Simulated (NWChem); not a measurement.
System meant: C4H3FSi; SMILES C#C[SiH](F)C#C

Here is an NWChem input.

```
start job
memory heap 200 mb stack 900 mb global 1100 mb
geometry units angstroms noautosym nocenter noautoz
  Si    -0.466731     0.393573     0.000000
  F     -1.813732    -0.491623     0.000000
  C      0.495544    -0.003916     1.490346
  C      1.144643    -0.240056     2.488779
  C      0.495544    -0.003916    -1.490346
  C      1.144643    -0.240056    -2.488779
  H     -0.850871     1.820543     0.000000
  H      1.713638    -0.454701     3.366908
  H      1.713638    -0.454701    -3.366908
end
basis spherical
  Si library def2-svp
  F library def2-svp
  C library def2-svp
  H library def2-svp
end
dft
  xc xtpss03 ctpss03
  iterations 150
end
property
  shielding 6 1 2 3 4 7 8
end
task dft property
```

End of the output:

```
 Vector   28  Occ=0.000000D+00  E=-1.535391D-02
              MO Center=  5.4D-01,  2.3D-02, -3.3D-08, r^2= 5.8D+00
   Bfn.  Coefficient  Atom+Function         Bfn.  Coefficient  Atom+Function
  ----- ------------  ---------------      ----- ------------  ---------------
    13      0.511276  1 Si pz                54     -0.379708  4 C  py
    82      0.379708  6 C  py                35     -0.350181  3 C  s
    63      0.350181  5 C  s                 40      0.336670  3 C  py
    68     -0.336670  5 C  py                51     -0.256781  4 C  py
    79      0.256781  6 C  py                37      0.225671  3 C  py

 center of mass
 --------------
 x =  -0.10711123 y =  -0.06298155 z =   0.00000000

 moments of inertia (a.u.)
 ------------------
         852.663784025286          -6.581679386373           0.000000000000
          -6.581679386373        1203.725814694186           0.000000000000
           0.000000000000           0.000000000000         450.744814400828

     Multipole analysis of the density
     ---------------------------------

     L   x y z        total         alpha         beta         nuclear
     -   - - -        -----         -----         ----         -------
     0   0 0 0      0.000000    -25.000000    -25.000000     50.000000

     1   1 0 0      0.734642      0.933457      0.933457     -1.132273
     1   0 1 0      0.111765      0.935652      0.935652     -1.759539
     1   0 0 1     -0.000000     -0.000000     -0.000000      0.000000

     2   2 0 0    -29.956999   -118.401330   -118.401330    206.845661
     2   1 1 0     -1.751744      0.864500      0.864500     -3.480743
     2   1 0 1     -0.000000     -0.000000     -0.000000      0.000000
     2   0 2 0    -30.983719    -31.139235    -31.139235     31.294750
     2   0 1 1      0.000000      0.000000      0.000000      0.000000
     2   0 0 2    -22.338274   -231.957266   -231.957266    441.576259

          -----------------------------------------
          Chemical Shielding Tensors (GIAO, in ppm)
          -----------------------------------------

 ------------------------------------------------------------------------
  xtpss03: d2 not coded                    0
 ------------------------------------------------------------------------
 ------------------------------------------------------------------------
  current input line :
    27: task dft property
 ------------------------------------------------------------------------
 ------------------------------------------------------------------------
 This error has not yet been assigned to a category
 ------------------------------------------------------------------------
 For more information see the NWChem manual at https://nwchemgit.github.io

0: xtpss03: d2 not coded:Received an Error in Communication
```

### Question
What is wrong, and how is it mended?

### Answer
The run crashed. Cause: this functional's second derivatives, which shieldings need, aren't coded here; the fix takes a hybrid GGA instead. This input runs:
```
start job
memory heap 200 mb stack 900 mb global 1100 mb
geometry units angstroms noautosym nocenter noautoz
  Si    -0.466731     0.393573     0.000000
  F     -1.813732    -0.491623     0.000000
  C      0.495544    -0.003916     1.490346
  C      1.144643    -0.240056     2.488779
  C      0.495544    -0.003916    -1.490346
  C      1.144643    -0.240056    -2.488779
  H     -0.850871     1.820543     0.000000
  H      1.713638    -0.454701     3.366908
  H      1.713638    -0.454701    -3.366908
end
basis spherical
  * library def2-svp
end
dft
  xc pbe0
  iterations 150
end
property
  shielding 6 1 2 3 4 7 8
end
task dft property
```
It converges to -542.80219 Ha (PBE0/def2-SVP, GIAO).
